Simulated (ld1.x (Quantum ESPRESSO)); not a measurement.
# Ranking ultrasoft potentials for boron

All share these settings but for the change named:

- Element: boron
- Generator: ld1.x (Quantum ESPRESSO) 7.5
- Type: ultrasoft
- Functional: LDA (PZ)
- Relativity: non-relativistic
- Frozen core: [He]
- Valence charge: 3
- Reference configuration: 2s2 2p1
- Partial waves: 2s (bound): rcut 1.10, rcutus 1.40 bohr; 2s channel at -0.2 Ry: rcut 1.10, rcutus 1.40 bohr; 2p (bound): rcut 1.55, rcutus 2.05 bohr; 2p channel at 1.15 Ry: rcut 1.55, rcutus 2.05 bohr
- Local potential: all-electron potential smoothed inside 1.05 bohr (lloc = -2)
- Core correction: Bessel-smoothed model core inside 0.65 bohr
- Augmentation charge: PSQ, radius 1.10 bohr

Cutoff: the first of the cutoffs (Ry, on a coarse ladder) from which the occupation-weighted sum of valence levels, in a spherical-Bessel basis at the reference potential, stays within 10 and 1 mRy of its value at 400 Ry; the density cutoff is not measured.

The base gives 12 Ry.

Of 8 variants that were run, those that failed, showed a ghost or another fault, or gave nearly equal values are left out.

A variant can come out equal or close to the base.

(1) Rank these variants from softest to hardest (loose cutoff).
A. waves 2s (bound): rcut 1.06, rcutus 1.12 bohr; 2s channel at -0.2 Ry: rcut 1.06, rcutus 1.12 bohr
B. waves 2s (bound): rcut 1.10, rcutus 1.24 bohr; 2s channel at -0.2 Ry: rcut 1.10, rcutus 1.24 bohr
C. waves 2s (bound): rcut 1.10, rcutus 1.88 bohr; 2s channel at -0.2 Ry: rcut 1.10, rcutus 1.88 bohr

## Answers

(1) C (12 Ry), B (18 Ry), A (21 Ry).
